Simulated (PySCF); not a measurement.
Task: What does the PBE0-D3(BJ)/def2-SVP structure of `[SiH2-]c1cccs1` look like in three dimensions? (Charge -1.)

Result: 
```xyz
11
C4H5SSi angstrom
Si     1.537   -0.410   -0.991
C     -0.369   -0.141   -0.732
C     -1.308   -0.967   -0.132
C     -2.661   -0.547   -0.279
C     -2.785    0.610   -1.006
S     -1.222    1.172   -1.486
H      1.817   -0.797    0.480
H      1.936    1.073   -0.818
H     -1.014   -1.869    0.411
H     -3.517   -1.085    0.141
H     -3.694    1.153   -1.266
```

Orientation and origin are arbitrary. Atoms count from 1 in this order. C4 (aromatic CH carbon) is planar (angles 124.0°, 123.1° and 112.9°, sum 360.0°, 0.00 Å off the plane of its three neighbours). Si1 (silicon bonded to C and 2 H) is pyramidal (angles 96.1°, 95.0° and 94.9°, sum 286.0°, 0.86 Å off the plane of its three neighbours). The 5-membered ring C2–C3–C4–C5–S6 has internal angles of 94.5° to 115.1°; it is planar, 0.00 Å rms from its mean plane, widest ring torsion 1°. C3 (aromatic CH carbon) is planar (angles 123.4°, 121.6° and 115.1°, sum 360.0°, 0.00 Å off the plane of its three neighbours).

Bonds between heavy atoms (Å): Si1–C2 1.942, C2–C3 1.387, C3–C4 1.424, C4–C5 1.372, C5–S6 1.729, C2–S6 1.738.

Level of theory: PySCF, PBE0-D3(BJ)/def2-SVP geometry optimisation, gas phase.

PBE0-D3(BJ)/def2-SVP frequencies: not computed here. Torsions: H–Si1–C2–C3 -50° and -146°.

One conformer stands for the species.
